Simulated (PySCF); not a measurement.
Be(Me) (CH₃Be), SMILES [Be][CH3], multiplicity 2. Atoms are numbered in the order given.

```xyz
5

Be     0.0000     0.0000    -1.2671
C      0.0000     0.0000     0.4294
H      0.8842    -0.5105     0.8306
H     -0.8842    -0.5105     0.8306
H      0.0000     1.0209     0.8306
```
Charge 0, spin multiplicity 2.

The structure is a stationary point at TPSSh-D3(BJ)/def2-TZVPD. The multiplicity is an assumed one; other spin states were not compared. The isomer is the one that the SMILES or the coordinates give; other isomers of the formula were not compared.

Method: B3LYP/def2-TZVPD (PySCF).

Mulliken values depend strongly on the basis, most of all with diffuse functions as here. ESP charges are fitted to the potential on shells at 1.4 to 2.0 van der Waals radii. Atomic charges (e):

```tsv
atom	ESP fit	meta-Löwdin	Mulliken	Mulliken spin
Be1	-0.13	…	-0.05	0.91
C2	0.69	…	-0.36	0.12
H3	-0.19	…	0.14	-0.01
H4	-0.19	…	0.14	-0.01
H5	-0.19	…	0.14	-0.01
```

**Question.** What belongs in the gaps? (Estimate from the structure and the level; the computed values follow.)

**Answer.** 
- Be1, meta-Löwdin: 0.70
- C2, meta-Löwdin: -1.04
- H3, meta-Löwdin: 0.11
- H4, meta-Löwdin: 0.11
- H5, meta-Löwdin: 0.11
